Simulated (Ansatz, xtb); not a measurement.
F2GaNO2: which of two structures lies lower

Structure I is a singlet given by its coordinates and structure II is `O=N[O][Ga]([F])[F]`, a singlet. Both are isolated molecules in the gas phase, relaxed with PBE0-D3(BJ)/def2-SVP; the shapes shown needn't be the lowest conformers.

I (Å):

```yaml
atoms:
  - { symbol: F, position_ang: [0.5288, -0.7800, 0.3092] }
  - { symbol: F, position_ang: [-1.4470, 0.6041, 2.1036] }
  - { symbol: Ga, position_ang: [-0.9538, 0.0828, 0.5300] }
  - { symbol: N, position_ang: [-2.0871, 0.4746, -1.0200] }
  - { symbol: O, position_ang: [-1.8784, 1.5171, -1.5940] }
  - { symbol: O, position_ang: [-2.9228, -0.3506, -1.3037] }
```

Close contacts (Å): F1–Ga3 1.73, F2–Ga3 1.73, Ga3–N4 1.96, N4–O5 1.21, N4–O6 1.21.

II (Å):

```xyz
6

F    -1.2044    0.4857    2.9676
F     0.5562    2.2550    1.3390
Ga   -0.9777    1.4972    1.5843
N    -3.4744    1.1635    0.6347
O    -4.2676    1.3985   -0.1772
O    -2.2575    1.8179    0.3614
```

Q: Estimate E(II) − E(I) at the level CCSD(T)/def2-SVP + ΔMP2/def2-TZVPP.

A: Calculated at CCSD(T)/def2-SVP + ΔMP2/def2-TZVPP: E(II) − E(I) = −16.4 kcal/mol, so structure II lies lower.

The same difference at several levels:

```
                             level              geometry  E(II) − E(I) (kcal/mol)  departure from the last row (kcal/mol)  job, with rough time for the two
              PBE0-D3(BJ)/def2-SVP  PBE0-D3(BJ)/def2-SVP                      −9.3                                    +7.1             optimisation, 2.4 min
                       HF/def2-SVP  PBE0-D3(BJ)/def2-SVP                     −22.4                                    −6.1           part of the CCSD(T) run
                      MP2/def2-SVP  PBE0-D3(BJ)/def2-SVP                     −11.8                                    +4.5           part of the CCSD(T) run
                  CCSD(T)/def2-SVP  PBE0-D3(BJ)/def2-SVP                     −16.0                                    +0.4                      single point
CCSD(T)/def2-SVP + ΔMP2/def2-TZVPP  PBE0-D3(BJ)/def2-SVP                     −16.4                                                        single point, 50 s
```

None of the levels shown reverses the order. The largest departure from CCSD(T)/def2-SVP + ΔMP2/def2-TZVPP is that of PBE0-D3(BJ)/def2-SVP, 7.1 kcal/mol. Levels run at GFN2-xTB geometries aren't shown. The last row adds to CCSD(T) the change of the MP2 difference between the two basis sets, here −0.4 kcal/mol.

With harmonic frequencies from PBE0-D3(BJ)/def2-SVP (ideal gas, rigid rotor, one conformer each, 298.15 K, 1 atm): on the last row, ΔE + ΔZPE = −17.1 kcal/mol. A mode under 50 cm⁻¹ makes harmonic enthalpies and free energies unreliable, so none is given.

The correlated steps freeze 14 core orbitals; the filled d shell of Ga is correlated, in a basis made for valence electrons. Run with Ansatz 0.2.0; the last row on 1 thread of Intel(R) Xeon(R) 6975P-C (Granite Rapids) on a shared host.
